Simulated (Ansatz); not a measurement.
`O[SiH]1[CH2][SnH2]1`, charge 0, multiplicity 1.

Task: Give a relaxed structure at PBE0-D4/def2-TZVP (Ansatz 0.2.0). (An estimate is asked.)

Result: Ansatz gave: 
```xyz
10

O    -1.049    1.585   -1.313
Si    0.175    0.617   -0.810
C     0.439    0.482    0.992
Sn   -0.165   -1.589    0.278
H    -1.417    1.426   -2.184
H     1.389    0.722   -1.661
H    -0.342    0.879    1.639
H     1.433    0.634    1.402
H     1.091   -2.717    0.508
H    -1.555   -2.038    1.150
```
This is one stationary point; other conformers may exist.
